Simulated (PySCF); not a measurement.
Delta-SCF ions had no search for a lower state. 

Z-matrix (Å, degrees):
```
C
H 1 1.0996
H 1 1.0999 2 102.95
C 1 1.5311 2 110.58 3 118.09
H 4 1.0921 1 112.14 2 -56.57
H 4 1.0924 5 107.49 1 -122.34
H 4 1.0924 5 107.49 6 -115.30
B 1 1.5666 2 106.91 3 -112.07
H 8 1.2053 1 115.84 2 54.17
B 8 1.6380 9 115.94 1 -179.87
H 10 1.1970 8 122.25 9 -88.75
H 10 1.1970 11 115.46 8 -177.68
```
Charge 0, spin multiplicity 1.

Task: Estimate the vertical ionisation energy (Delta-SCF), dipole moment and HOMO that PySCF with PBE-D3(BJ)/def2-TZVP // B3LYP-D3(BJ)/def2-TZVP returns for this input.

Result: 
The vertical ionisation energy (Delta-SCF) is 9.87 eV. The dipole moment is 0.82 D and the HOMO comes out as -6.65 eV.
